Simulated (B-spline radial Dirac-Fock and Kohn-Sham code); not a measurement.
Model: Dirac-Fock (average of configuration) total-energy differences with a finite nucleus, the Breit interaction including its frequency dependence, and self-energy and vacuum-polarisation corrections. Program: a radial finite-basis atomic code. Free neutral atoms.

Task: Order these X-ray lines by photon energy, lowest first.
A. La Lℓ
B. Pm Lβ2
C. Ce Lβ15
D. I Lβ6
E. Pr Lβ6
F. Co Kβ3

Result: A (4115.1 eV), D (4362.0 eV), C (5611.5 eV), E (5651.2 eV), B (6333.3 eV), F (7644.8 eV).

Values without a named source are computed, but for edge energies of neutral atoms, which are taken from tables.
